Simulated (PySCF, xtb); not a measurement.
Si(F)(SH)3 (FH3S3Si), SMILES S[Si](S)(F)S.

GFN2-xTB run with xtb 6.7.1 at its own geometry gives an orbital gap of 4.91 eV and a dipole moment of 1.19 D.

Geometry: r2SCAN-D4/def2-SVP. This is a generated structure with no PubChem entry under its InChIKey; it may be hypothetical. Other conformers were not sampled.

Task: What does PBE/def2-TZVP (PySCF) give? (Estimate from the structure and the level; the computed values follow.)

Result: gap 5.66 eV (levels -6.78 and -1.12 eV), dipole 0.45 D.
